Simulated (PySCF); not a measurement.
Working out the ionisation energy of S²⁺

S²⁺ [Ne] 3s2 3p2 (3P) → S³⁺ [Ne] 3s2 3p1 (2P). Computed with PySCF 2.14 in aug-cc-pV(Q+d)Z, with no relativity, point nucleus. Frozen: [Ne]. Energies in hartree (1 hartree = 27.21139 eV):

| part | S²⁺ (lower) | S³⁺ (upper) |
| --- | --- | --- |
| UHF | -396.338119 | -395.082774 |
| MP2 opposite-spin | -0.060785 | -0.050046 |
| MP2 same-spin | -0.011716 | -0.003250 |

Q: What does Hartree-Fock give?

A: (-395.082774) − (-396.338119) = 1.255345 hartree = 34.160 eV.

Q: What do MP2 and SCS-MP2 (6/5 opposite-spin, 1/3 same-spin) give?

A: The opposite-spin parts differ by 0.292 eV and the same-spin parts by 0.230 eV. MP2: 34.160 + (0.292) + (0.230) = 34.682 eV. SCS-MP2: 34.160 + 1.2 × (0.292) + (0.230)/3 = 34.587 eV.

A first-order spin-orbit estimate adds -0.008 eV to MP2 (valence), giving 34.674 eV against 34.86 ± 0.04 eV (semi-empirical (NIST evaluation); NIST Atomic Spectra Database, ionization energies).

What remains against the reference includes basis incompleteness, the frozen core and correlation beyond second order.
